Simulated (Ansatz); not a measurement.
Geometry optimisation of the cluster Be₅.

```yaml
crystal:
  periodic: [false, false, false]
  atoms:
    - {symbol: Be, position_ang: [-1.155840, 1.240750, 0.419860]}
    - {symbol: Be, position_ang: [-1.594100, -0.584670, -0.419200]}
    - {symbol: Be, position_ang: [1.699290, -0.400190, -0.007290]}
    - {symbol: Be, position_ang: [0.172800, -1.608970, -0.668580]}
    - {symbol: Be, position_ang: [0.877830, 1.353080, 0.675210]}
basis:
  gaussian: {orbitals: def2-TZVP}
hamiltonian: {xc: pbe}
scf: {omitted_lower_state_checks: [starts]}
output: {orbitals: {seedname: orbitals}}
relax: {f_tol: 0.02, max_steps: 100}
```

```sh
$ ansatz run in.yaml --threads 4 --pin off --events-out ev --progress --plain --max-ram 3916MiB
```

Output, abridged:

```
Functional definition: PBE
mean field -1995.04958349 eV, -73.3167198999 hartree, gradient 1.9e-5 eV, S^2 0.000000; 0 other end points of the search recorded, 0 dependent functions left out
relax step   1: F+E_penalty+E_count = -1995.04958349 eV  Δ(F+E_penalty+E_count) = +0.000e0 eV  max|allowed force component| = 6.600e-1 eV/Å  Δτ_max = 0.0000 Å  (30 SCF iters, accepted)
mean field -1995.18218477 eV, -73.3215929074 hartree, gradient 1.2e-5 eV, S^2 0.000000; 0 other end points of the search recorded, 0 dependent functions left out
relax step   2: F+E_penalty+E_count = -1995.18218477 eV  Δ(F+E_penalty+E_count) = -1.326e-1 eV  max|allowed force component| = 5.510e-2 eV/Å  Δτ_max = 0.0768 Å  (29 SCF iters, accepted)
mean field -1995.18336728 eV, -73.3216363638 hartree, gradient 2.1e-5 eV, S^2 0.000000; 0 other end points of the search recorded, 0 dependent functions left out
relax step   3: F+E_penalty+E_count = -1995.18336728 eV  Δ(F+E_penalty+E_count) = -1.183e-3 eV  max|allowed force component| = 1.375e-3 eV/Å  Δτ_max = 0.0094 Å  (30 SCF iters, accepted)
mean field -1995.18336728 eV, -73.3216363638 hartree, gradient 6.8e-5 eV, S^2 0.000000; 0 other end points of the search recorded, 0 dependent functions left out
Total energy: -1995.18341018 eV, -73.3216379403 hartree
Atom 0 at    -1.213224     1.300661     0.438054 Å, force     0.000385    -0.001134    -0.000360 eV/Å
Atom 1 at    -1.670320    -0.615153    -0.433992 Å, force     0.000799     0.001051     0.000233 eV/Å
Atom 2 at     1.781910    -0.423810    -0.002279 Å, force    -0.001125     0.000434    -0.000266 eV/Å
Atom 3 at     0.181048    -1.680949    -0.706756 Å, force     0.000351     0.001025     0.000873 eV/Å
Atom 4 at     0.920566     1.419250     0.704972 Å, force    -0.000410    -0.001375    -0.000481 eV/Å
Dipole moment:    -0.000011    -0.000008    -0.000005 e Å
Checks for a lower state left out: starts
```

Run time 3 s (4 threads of Arm Neoverse V2 on a shared host).

The restricted singlet is unstable towards broken spin symmetry in Hartree–Fock (as tested in another run); at PBE/def2-TZVP this wasn't settled. Another isomer (singlet) lies 1.86 eV lower at PBE0/def2-TZVP; other spin states weren't run for this one.
